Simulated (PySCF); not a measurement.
# Frontier levels across methods

Species: CH5BFNO.
SMILES with atom numbers: `[NH2:1][BH:2][O:3][CH2:4][F:5]` (hydrogens: H6, H7 on N1; H8 on B2; H9, H10 on C4)

Structure used (PBE0-D3(BJ)/def2-SVP), in Å, numbered top down from 1:
```xyz
10
CH5BFNO angstrom
N     -1.3126    0.1423   -0.3507
B     -0.8916   -0.8127    0.5786
O      0.4393   -1.0029    0.9004
C      1.4118   -0.1344    0.4940
F      1.4807   -0.0565   -0.8781
H     -2.2899    0.2720   -0.5688
H     -0.6753    0.6412   -0.9586
H     -1.6897   -1.5041    1.1640
H      1.2195    0.8915    0.8622
H      2.3849   -0.5011    0.8573
```

Basis pcSseg-2 throughout (PySCF), one geometry. Geometry: PBE0-D3(BJ)/def2-SVP, one conformer, isolated molecule.

Q: How do the orbital energies, the gap and the dipole change with the method?

A: 
| method | kind | HOMO (eV) | LUMO (eV) | gap (eV) | μ (D) | SCF cycles |
| --- | --- | --- | --- | --- | --- | --- |
| BLYP | GGA | -6.65 | -0.28 | 6.36 | 1.70 | 16 |
| OPBE | GGA | -6.70 | -0.15 | 6.55 | 1.69 | 15 |
| B97-D | GGA | -6.74 | -0.15 | 6.59 | 1.68 | 14 |
| PBE | GGA | -6.76 | -0.32 | 6.45 | 1.71 | 14 |
| KT3 | GGA | -6.83 | -0.39 | 6.43 | 1.65 | 15 |
| KT2 | GGA | -6.84 | -0.31 | 6.53 | 1.66 | 15 |
| BP86 | GGA | -6.87 | -0.29 | 6.57 | 1.71 | 14 |
| LDA | LDA | -6.96 | -0.53 | 6.44 | 1.76 | 15 |
| B97-2 | global hybrid | -7.91 | 0.56 | 8.47 | 1.70 | 14 |
| B3LYP | global hybrid | -7.95 | 0.22 | 8.17 | 1.71 | 13 |
| PBE0 | global hybrid | -8.20 | 0.53 | 8.73 | 1.71 | 14 |
| mPW1PW91 | global hybrid | -8.22 | 0.51 | 8.73 | 1.71 | 14 |
| BHandHLYP | global hybrid | -9.55 | 1.09 | 10.64 | 1.71 | 12 |
| CAM-B3LYP | range-separated hybrid | -9.65 | 1.24 | 10.89 | 1.73 | 13 |
| wB97X-D | range-separated hybrid | -10.11 | 2.27 | 12.38 | 1.71 | 13 |
| LC-wPBE | range-separated hybrid | -11.05 | 2.40 | 13.46 | 1.73 | 14 |
| HF | Hartree–Fock | -11.71 | 2.73 | 14.44 | 1.70 | 10 |

The HOMO spans 5.07 eV, from BLYP down to HF, and the gap runs from 6.36 eV (BLYP) to 14.44 eV (HF). Over the methods BLYP (0 %), OPBE (0 %), B97-D (0 %), PBE (0 %), KT3 (0 %), KT2 (0 %), BP86 (0 %), LDA (0 %), B97-2 (21 %), B3LYP (20 %), PBE0 (25 %), mPW1PW91 (25 %), BHandHLYP (50 %), HF (100 %), a straight line through the gap against the share of exact exchange rises by 0.81 eV for each 10 % (correlation coefficient 0.998). The dipole ranges from 1.65 D (KT3) to 1.76 D (LDA). This basis has no diffuse functions.
